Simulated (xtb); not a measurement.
xtb input (GFN2-xTB):

```bash
xtb mol.xyz --gfn 2 --ohess tight --chrg 0 --uhf 0
```
mol.xyz:
```
2

Ba     0.02832137    -0.07237462    -1.04958166
O     -0.03114979     0.02048779     1.07384269
```

End of the output:

```
   ------------------------------------------------------------------------

         :::::::::::::::::::::::::::::::::::::::::::::::::::::
         ::                  THERMODYNAMIC                  ::
         :::::::::::::::::::::::::::::::::::::::::::::::::::::
         :: total free energy          -4.479451179575 Eh   ::
         ::.................................................::
         :: total energy               -4.456747603406 Eh   ::
         :: zero point energy           0.000857142077 Eh   ::
         :: G(RRHO) w/o ZPVE           -0.023560718246 Eh   ::
         :: G(RRHO) contrib.           -0.022703576169 Eh   ::
Note: The following floating-point exceptions are signalling: IEEE_UNDERFLOW_FLAG IEEE_DENORMAL
normal termination of xtb
         :::::::::::::::::::::::::::::::::::::::::::::::::::::

optimized geometry written to: xtbopt.xyz

           -------------------------------------------------
          | TOTAL ENERGY               -4.456747603406 Eh   |
          | TOTAL ENTHALPY             -4.452252512319 Eh   |
          | TOTAL FREE ENERGY          -4.479451179575 Eh   |
          | GRADIENT NORM               0.000000329750 Eh/α |
          | HOMO-LUMO GAP               0.876538251257 eV   |
           -------------------------------------------------

------------------------------------------------------------------------
------------------------------------------------------------------------
 total:
 SCF:
 ANC optimizer:
 analytical hessian:
```
